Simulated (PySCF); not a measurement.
hydrogen bromide (BrH), SMILES Br. The structure is a stationary point at PBE-D3(BJ)/def2-TZVPD.

PySCF 2.14.0 with TDDFT-CAM-B3LYP/def2-TZVPD puts the lowest singlet excitations at 6.52, 6.52, 8.67, 8.67, 8.80, 8.80 eV.

Problem. What are the lowest excitation roots from PySCF 2.14.0 with ADC(2)/aug-cc-pVDZ? (Estimate from the structure and the level; the computed values follow.)

Solution. 6.79, 6.79, 8.91, 8.91, 9.57, 9.57 eV. S1 differs by 0.27 eV (second minus first; roots are paired by order, and the bases may differ).
